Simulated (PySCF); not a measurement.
C₈H₈O.
Atom-mapped SMILES: `[OH:1][C:2]1=[CH:3]/[CH:4]=[CH:5]\[CH:6]=[CH:7]/[CH:8]=[CH:9]\1` (hydrogens: H10 on O1; H11 on C3; H12 on C4; H13 on C5; H14 on C6; H15 on C7; H16 on C8; H17 on C9)

Method: PBE/def2-SV(P) geometry optimisation, gas phase in PySCF 2.14.0; density fitting, grid level 1; the optimiser is geomeTRIC in internal coordinates, started from a GFN2-xTB structure.

Geometry at step 0:
```
atom  x, y, z in Å
O1      2.3264    1.4498    0.5711
C2      1.3535    0.6408    0.0518
C3      1.3925   -0.6881    0.1504
C4      0.4325   -1.6194   -0.4397
C5     -0.8827   -1.6246   -0.2485
C6     -1.6354   -0.7069    0.6088
C7     -1.6586    0.6170    0.5118
C8     -0.9505    1.4137   -0.4928
C9      0.3577    1.4193   -0.7066
H10     2.9788    0.9173    1.0422
H11     2.2376   -1.1538    0.6499
H12     0.8815   -2.4127   -1.0281
H13    -1.4780   -2.4142   -0.6935
H14    -2.2670   -1.1964    1.3425
H15    -2.3052    1.1904    1.1665
H16    -1.5828    2.0828   -1.0660
H17     0.7927    2.0971   -1.4299
```

Problem. What forces act on the atoms?

Solution. 
| atom | Fx (eV/Å) | Fy (eV/Å) | Fz (eV/Å) |
| --- | --- | --- | --- |
| O1 | -0.501 | 0.800 | -0.428 |
| C2 | 0.270 | 1.195 | 0.136 |
| C3 | -0.442 | -1.113 | -0.131 |
| C4 | 1.145 | 0.354 | 0.107 |
| C5 | -1.074 | 0.314 | 0.313 |
| C6 | 0.313 | -1.074 | -0.217 |
| C7 | 0.246 | 1.013 | -0.280 |
| C8 | -0.905 | -0.344 | 0.412 |
| C9 | 1.129 | -0.241 | 0.168 |
| H10 | 0.517 | -0.554 | 0.361 |
| H11 | 0.709 | -0.249 | 0.329 |
| H12 | 0.219 | -0.690 | -0.448 |
| H13 | -0.355 | -0.680 | -0.366 |
| H14 | -0.570 | -0.259 | 0.574 |
| H15 | -0.580 | 0.341 | 0.537 |
| H16 | -0.379 | 0.604 | -0.481 |
| H17 | 0.258 | 0.584 | -0.588 |

The largest, 1.23 eV/Å, acts on C2 (C3, C4 within 3 % of it); the rms over all components is 0.587 eV/Å. The forces sum to zero within rounding, as they must for an isolated molecule in no field.

Problem. Give the force on C2 in Eh/bohr and in nN.

Solution. 1.232 eV/Å ÷ 51.422 = 0.02396 Eh/bohr, and 1.232 eV/Å × 1.602 = 1.97 nN.

Problem. How far is this geometry from the end of the optimisation?

Solution. 0.228 eV above it, and 0.149 Å rms away after alignment. The bonds farthest from their final lengths, with half the difference of the two atoms' forces along the bond (positive lengthens):

```csv
bond,now (Å),final (Å),force along bond (eV/Å)
C4=C5,1.329,1.360,+1.11
C2=C3,1.333,1.364,+1.13
C6=C7,1.328,1.357,+1.04
C8=C9,1.326,1.352,+1.02
C8–H16,1.084,1.109,+0.37
C9–H17,1.082,1.107,+0.34
```

The angle farthest from its final value is C5–C4–H12, 119.0° against 116.2°.

Of the 6 listed bonds off by 0.010 Å or more, this force points towards the final length in 6.

What follows is the cost of the whole optimisation. Time: 2.0 min; peak memory 0.58 GiB. Hardware: one thread, Arm Neoverse N1 (aarch64), shared host with 64 logical CPUs at a one-minute load of 60.
